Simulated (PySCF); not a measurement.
H7Si3, SMILES [SiH3][SiH][SiH3] (connectivity only; charge and spin as stated), charge +1, multiplicity 1. Atoms are numbered in the order given.

```xyz
10

Si     2.1080     0.3344     0.3567
Si     0.0534    -0.4092    -0.5403
Si    -2.1581     0.0503     0.1506
H      2.5479    -0.9046     1.0664
H      1.8103     1.4649     1.2713
H      2.9637     0.6694    -0.8124
H      0.1702    -1.3109    -1.7265
H     -2.8824    -1.2463     0.0740
H     -2.5723     1.0140    -0.9131
H     -2.0844     0.6577     1.5029
```
Charge +1, spin multiplicity 1.

Geometry: PBE0-D3(BJ)/def2-SVP. The spin state was assumed, not searched. The isomer is the one that the SMILES or the coordinates give; other isomers of the formula were not compared.

Calculation: TDA-PBE/def2-SVPD in PySCF.

Vertical excitations. 

Computed excitation energies, oscillator strengths and character:
| state | energy (eV) | λ (nm) | f | main pairs |
|---|---|---|---|---|
| S1 | 2.85 | 435 | 0.000 | HOMO→LUMO 99 % |
| S2 | 3.51 | 353 | 0.001 | HOMO−1→LUMO 97 % |
| S3 | 3.82 | 324 | 0.002 | HOMO−2→LUMO 99 % |
| S4 | 4.21 | 295 | 0.116 | HOMO−3→LUMO 92 % |
| S5 | 4.40 | 282 | 0.011 | HOMO−5→LUMO 93 % |
| S6 | 4.49 | 276 | 0.007 | HOMO−4→LUMO 95 % |
| S7 | 6.87 | 180 | 0.060 | HOMO→LUMO+2 90 % |
| S8 | 7.06 | 176 | 0.608 | HOMO→LUMO+1 67 %, HOMO−1→LUMO+3 11 % |
| S9 | 7.17 | 173 | 0.010 | HOMO−1→LUMO+1 88 % |
| S10 | 7.25 | 171 | 0.001 | HOMO→LUMO+3 80 % |
| T1 | 2.18 | 568 | 0 | HOMO→LUMO 100 % |
| T2 | 3.05 | 406 | 0 | HOMO−1→LUMO 94 % |
| T3 | 3.66 | 339 | 0 | HOMO−3→LUMO 100 % |
| T4 | 3.70 | 335 | 0 | HOMO−2→LUMO 89 % |
Triplets are in the Tamm–Dancoff approximation.
